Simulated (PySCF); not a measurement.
C8H11P.
Atom-mapped SMILES: `[CH3:1][CH2:2][c:3]1[cH:4][cH:5][p:6][c:7]([CH3:8])[cH:9]1` (hydrogens: H10, H11, H12 on C1; H13, H14 on C2; H15 on C4; H16 on C5; H17, H18, H19 on C8; H20 on C9)

The same species was optimised twice, with GFN2-xTB and with PBE0-D3(BJ)/def2-SVP (PySCF), and the same property calculations (PySCF, gas phase) were run on both structures.

| coordinate | GFN2-xTB | PBE0-D3(BJ)/def2-SVP | change |
| --- | --- | --- | --- |
| C7–C9 (Å) | 1.382 | 1.395 | +0.013 |
| C3–C4 (Å) | 1.390 | 1.402 | +0.012 |
| C4–C5 (Å) | 1.377 | 1.388 | +0.011 |
| C3–C9 (Å) | 1.389 | 1.399 | +0.010 |
| C5–P6 (Å) | 1.732 | 1.737 | +0.005 |
| C1–C2 (Å) | 1.531 | 1.527 | -0.004 |
| C2–C3 (Å) | 1.503 | 1.506 | +0.003 |
| C7–C8 (Å) | 1.503 | 1.506 | +0.003 |
| P6–C7 (Å) | 1.745 | 1.748 | +0.003 |
| C1–C2–C3 (°) | 110.5 | 112.5 | +2.0 |
| C5–P6–C7 (°) | 100.2 | 100.8 | +0.6 |
| P6–C7–C9 (°) | 123.8 | 123.3 | -0.5 |
| C3–C9–C7 (°) | 125.3 | 125.7 | +0.4 |
| P6–C7–C8 (°) | 117.3 | 117.7 | +0.4 |
| C4–C3–C9 (°) | 121.1 | 120.8 | -0.3 |
| C2–C3–C4 (°) | 119.4 | 119.6 | +0.2 |
| C8–C7–C9 (°) | 118.9 | 119.0 | +0.1 |
| C1–C2–C3–C4 (°) | -90 | -87 | +3 |

Rotational constants: A = 2381, B = 986.5, C = 745.9 MHz (GFN2-xTB) against A = 2366, B = 968.4, C = 733.8 MHz (PBE0-D3(BJ)/def2-SVP). Point groups within 0.08 Å: C1 and C1.

On the GFN2-xTB structure: HOMO (eV) -6.71 [PBE0/pcSseg-1]; LUMO (eV) -1.23 [PBE0/pcSseg-1]; dipole (D) 2.14 [PBE0/pcSseg-1]; GIAO shielding of C1 (ppm) 164.6 [PBE0/pcSseg-1]; GIAO shielding of C2 (ppm) 149.5 [PBE0/pcSseg-1]; GIAO shielding of C3 (ppm) 34.5 [PBE0/pcSseg-1]; GIAO shielding of C4 (ppm) 50.5 [PBE0/pcSseg-1]; GIAO shielding of C5 (ppm) 20.9 [PBE0/pcSseg-1]; GIAO shielding of P6 (ppm) 109.7 [PBE0/pcSseg-1]; GIAO shielding of C7 (ppm) 6.0 [PBE0/pcSseg-1]; GIAO shielding of C8 (ppm) 159.2 [PBE0/pcSseg-1].

What do these properties become on the PBE0-D3(BJ)/def2-SVP structure?

```tsv
property	level	on GFN2-xTB	on PBE0-D3(BJ)/def2-SVP	change
HOMO (eV)	PBE0/pcSseg-1	-6.71	-6.73	-0.02
LUMO (eV)	PBE0/pcSseg-1	-1.23	-1.27	-0.04
dipole (D)	PBE0/pcSseg-1	2.14	2.12	-0.02
energy, GFN2-xTB geometry as zero (kcal/mol)	PBE0/pcSseg-1	0.0	-0.5	-0.5
GIAO shielding of C1 (ppm)	PBE0/pcSseg-1	164.6	163.2	-1.4
GIAO shielding of C2 (ppm)	PBE0/pcSseg-1	149.5	148.7	-0.8
GIAO shielding of C3 (ppm)	PBE0/pcSseg-1	34.5	32.5	-2.0
GIAO shielding of C4 (ppm)	PBE0/pcSseg-1	50.5	47.1	-3.4
GIAO shielding of C5 (ppm)	PBE0/pcSseg-1	20.9	19.6	-1.3
GIAO shielding of P6 (ppm)	PBE0/pcSseg-1	109.7	103.5	-6.2
GIAO shielding of C7 (ppm)	PBE0/pcSseg-1	6.0	4.9	-1.1
GIAO shielding of C8 (ppm)	PBE0/pcSseg-1	159.2	157.7	-1.5
```

The heavy atoms differ by 0.025 Å rms after alignment. Among bonds between heavy atoms C3–C4 and C7–C9 change most and about equally (+0.012 to +0.013 Å). Changes are differences of the printed values. Neither structure is proved a minimum here.

The values belong to the conformer `[CH3:1][CH2:2][c:3]1[cH:4][cH:5][p:6][c:7]([CH3:8])[cH:9]1`: C1–C2–C3–C4 -87°.
